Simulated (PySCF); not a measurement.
Gas-phase reaction: 2 SbH3 + C4H6 (butadiene) → 2 Sb + 2 C2H6, at 2500 K and a standard pressure of 1 bar. Level: ωB97M-V/def2-TZVP†.

Computed with PySCF and rigid-rotor harmonic-oscillator thermochemistry at 1 bar. † marks an energy on the PBE0/def2-TZVP geometry and frequencies. Open shells (unrestricted): Sb (multiplicity 4); the rest are closed-shell singlets. Sb: scalar-relativistic def2 core potential, no spin-orbit coupling. The harmonic model lacks anharmonicity and excited electronic states, which grow with temperature; levels with a mode under 35 cm⁻¹ are left out. Internal rotation in C4H6 (butadiene), C2H6 is treated as a harmonic vibration of one conformer, which makes the entropy rough.

```tsv
species	E (Ha)	H(2500 K) − E (kJ/mol)	S°(2500 K) (J/mol/K)
SbH3	-241.97442	215.6	367.8
C4H6 (butadiene)	-155.96216	627.6	600.6
Sb	-240.17934	52.0	224.5
C2H6	-79.79186	499.1	464.7
```
E: electronic energy; H − E holds the zero-point and thermal terms. 1 Ha = 2625.5 kJ/mol.

**Question.** Work out ΔH°, ΔS°, ΔG° and log10 K from these numbers.

**Answer.** 1. ΔE = 2×(-240.17934) + 2×(-79.79186) − 2×(-241.97442) − 1×(-155.96216) = -0.03140 Ha = -82.4 kJ.
2. Δ(H − E) = 2×(52.0) + 2×(499.1) − 2×(215.6) − 1×(627.6) = 43.4 kJ, so ΔH° = -39.0 kJ.
3. ΔS° = 2×(224.5) + 2×(464.7) − 2×(367.8) − 1×(600.6) = 42.2 J/K; the number of gas molecules changes by +1.
4. ΔG° = ΔH° − TΔS° = -39.0 − 2500×(42.2)/1000 = -144.5 kJ.
5. log10 K = −ΔG°/(RT ln 10) = 3.02, with RT ln 10 = 47.86 kJ/mol; at standard pressures the products are favoured.
6. A shift of 10 kJ in ΔE would move log10 K by 0.21 here.
7. Lowering the total pressure from 1 bar to 0.01 bar multiplies the mole-fraction quotient K_x = K (p/p°)^(−Δn) by 10^2, which pushes the balance towards the products.
For scale, ΔH°(298 K) is -15 kJ at this level, 22 kJ at ωB97X-V/def2-TZVP†, and runs from -284 to 130 kJ over the 18 levels computed.
